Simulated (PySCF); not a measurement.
## Excitation energy of Se by level of theory

Se [Ar] 3d10 4s2 4p4 (3P) → Se [Ar] 3d10 4s1 4p4 5s1 (5P), as a difference of total energies. Calculation: PySCF 2.14, in aug-cc-pVTZ-PP with one added diffuse shell each of s, d, f type with ECP10MDF (7s5p5d3f, 68 functions); scalar relativity through the core potential. Correlated levels: valence: 3s2 3p6 3d10 frozen. The calculations carry no spin-orbit coupling.

```tsv
method	excitation energy (eV)
UHF	15.942
MP2 (valence)	16.257
SCS-MP2 (valence)	16.395
CCSD (valence)	15.942
CCSD(T) (valence)	15.669
```

How much does correlation contribute at CCSD(T) (valence)?

15.669 − (15.942) = -0.273 eV, measured against UHF.

The upper state lies above the first ionisation limit, where it may autoionise and the basis confines it. A Rydberg-like electron needs more diffuse functions than a valence basis has.

The promoted electron is Rydberg-like, and one or two diffuse shells describe it only roughly, which tends to raise the upper state.

The coupled-cluster amplitudes are large for the upper state (T1 above 0.03 or a double amplitude above 0.15), so a single reference is strained.
